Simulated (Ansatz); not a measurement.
Gas-phase electronic energies from Ansatz, PBE0-D4/def2-TZVP geometries. CCSD(T)/CBS adds triple-zeta CCSD(T) − MP2 to the extrapolated MP2 energy (def2 sets, frozen cores). Functionals use def2-TZVPP. For Zn outer-core shells are correlated without core-valence functions, which leaves a few kJ/mol of doubt a bond. Scalar relativity is left out up to krypton. One conformer a species, not always the lowest.

Reaction (formal exchange of groups at a Zn–Si bond): `C[SiH2][Zn][F]` + `N=C1OC1N` → `N=C1O[CH]1[Zn][F]` + `C[SiH2]N`

Question: Is it downhill or uphill in electronic energy at CCSD(T)/CBS, and by how much? (Estimate.)

Answer: The calculation gave: Downhill: ΔE = -24.4 kJ/mol.

Question: What do these levels give: revPBE-D4, PBE0-D4, BHLYP-D4, PBE, BLYP, r2SCAN, r2SCAN0, CAM-B3LYP, RPA@PBE/def2-TZVPP, HF/def2-TZVPP, HF/def2-QZVPP, MP2/def2-QZVPP? (An estimate is asked.)

Answer: Computed: revPBE-D4 4.0, PBE0-D4 -4.4, BHLYP-D4 -22.1, PBE 7.4, BLYP -0.8, r2SCAN -7.5, r2SCAN0 -13.8, CAM-B3LYP -17.5, RPA@PBE/def2-TZVPP -29.0, HF/def2-TZVPP -36.9, HF/def2-QZVPP -38.5, MP2/def2-QZVPP -30.9 kJ/mol.

Largest T1 diagnostic among the species: 0.017.

At CCSD(T), def2-SVP lies +20.0 kJ/mol from the extrapolated value and def2-TZVPP −4.0 kJ/mol. From BLYP to BHLYP (50 % exact exchange), in def2-TZVPP and without D4, ΔE moves by −20.8 kJ/mol.
